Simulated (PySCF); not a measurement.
Cd(SMe)(SiH3) (CH6CdSSi), SMILES C[S][Cd][SiH3].

Geometry: B3LYP-D3(BJ)/def2-SVP. The structure was generated by enumeration; whether it is a known compound was not checked. The def2 effective core potentials stand for the cores of Cd; spin–orbit coupling is left out. The values are those of a single conformer.

The numbers are results of TDDFT-LC-ωPBE/def2-SVPD in PySCF, not measurements.

Vertical excitations. The molecule is in vacuum.

Computed lowest excited states:
```tsv
state	energy (eV)	λ (nm)	f	main pairs
S1	4.83	257	0.001	HOMO→LUMO 84 %
S2	5.28	235	0.016	HOMO→LUMO+2 79 %
S3	5.31	234	0.015	HOMO−1→LUMO 88 %
S4	5.58	222	0.009	HOMO→LUMO+1 76 %, HOMO−1→LUMO+2 12 %
S5	5.64	220	0.026	HOMO−1→LUMO+1 92 %
S6	6.45	192	1.109	HOMO−1→LUMO+2 76 %
S7	6.82	182	0.005	HOMO→LUMO+4 48 %, HOMO→LUMO+11 13 %, HOMO→LUMO+14 10 %, HOMO→LUMO 7 %
S8	6.86	181	0.091	HOMO−2→LUMO 69 %, HOMO−1→LUMO+4 16 %
S9	7.31	170	0.087	HOMO−2→LUMO+1 78 %
S10	7.41	167	0.067	HOMO−2→LUMO+2 69 %, HOMO−1→LUMO+3 15 %
T1	4.59	270	0	HOMO→LUMO 75 %
T2	4.71	263	0	HOMO−1→LUMO 82 %
T3	4.84	256	0	HOMO→LUMO+2 74 %
T4	5.00	248	0	HOMO−1→LUMO+1 73 %, HOMO−2→LUMO+1 15 %
```
Triplets are in the Tamm–Dancoff approximation, which puts them higher than full response would, so one can lie above its singlet here.
